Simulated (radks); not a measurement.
Spherical jellium clusters: N electrons in a uniform positive sphere of charge N and radius rs N^(1/3), rs = 5.6 bohr. Calculated with a radial shooting solver with Libxc functionals: non-relativistic Kohn-Sham, LDA (Slater exchange, Perdew-Wang correlation), spin-polarised, spherical densities. Levels are named by radial order and angular momentum (1s, 1p, 1d, 2s, ...), and open shells are averaged over m.

N = 8, configuration 1s2 1p6. This is the lowest configuration that the search found. Occupied and some empty levels:

level  occupation  eigenvalue (eV)  <r> (bohr)
1s              2          -3.1073       7.498
1p              6          -2.4811       8.776
1d              0          -1.6728       9.904
2s              0          -1.2399       9.193
1f              0         -0.76564       11.19

Energy (eV): total -13.9715, kinetic 7.3714, external -185.61, Hartree 92.642, exchange-correlation -21.675, background 93.296. Static polarisability (adiabatic kernel): 1801 bohr^3, against R^3 = 1405 for a classical metal sphere.

Electron density:

r (bohr)  n(r) (e/bohr^3)
0.799           0.0007786
1.69            0.0008983
2.58             0.001085
3.47             0.001310
4.36             0.001534
5.25             0.001710
6.14             0.001791
7.03             0.001743
7.92             0.001556
8.81             0.001260
9.70            0.0009167
10.6            0.0005956
11.5            0.0003492
12.4            0.0001886
13.3           0.00009587
14.2           0.00004660
15.0           0.00002190
15.9           0.00001004
16.8            4.518e-06
17.7            2.005e-06
